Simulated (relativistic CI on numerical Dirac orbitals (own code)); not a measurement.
**Te IV: what numerical and physical settings do to a radial Dirac CI calculation**

Reference input:

```
atom Te  Z=52  charge=3  electrons=49
nucleus A=130  rms_radius_fm=4.7423
hamiltonian dirac-coulomb  breit=on  qed=on  c_scale=1
orbitals kli  potential=per-configuration
slater_scale 1
correlation none
mixing on
grid step=0.0125 r_max=50.3
scf mixing=0.4 start=green max_iterations=150 tolerance=2e-08 node_fill=0.05
configurations
  [Kr] 4d10 5s2 5p
  [Kr] 4d10 5s 5p2
end
```

Computed lowest total energy -6783.34483 Ha, first excitation 9240.1 cm⁻¹, 22 SCF steps. Runs with settings changed; * marks those that are bad on purpose:

```csv
Changed,Outcome,Lowest level,ΔE (Ha),First excitation (cm⁻¹),SCF steps,Message
Slater scale 0.5,converged,5s²5p ²P°1/2,0,9240.1,22,
SCF tolerance 1e-10,converged,5s²5p ²P°1/2,2.2e-10,9240.1,26,
SCF mixing 0.7,converged,5s²5p ²P°1/2,2.3e-10,9240.1,20,
Slater scale 0.6,converged,5s²5p ²P°1/2,0,9240.1,22,
nuclear radius 474.23 fm *,converged,5s²5p ²P°1/2,468,8173.7,22,
charge 2 *,refused,,,,0,"configuration [Kr] 4d10 5s2 5p has 49 electrons, the ion has 50"
```

With so few configurations and no correlation, terms lie too far apart (by 10 to 50 % near neutrality), their order can be wrong, and levels of other configurations are missing.
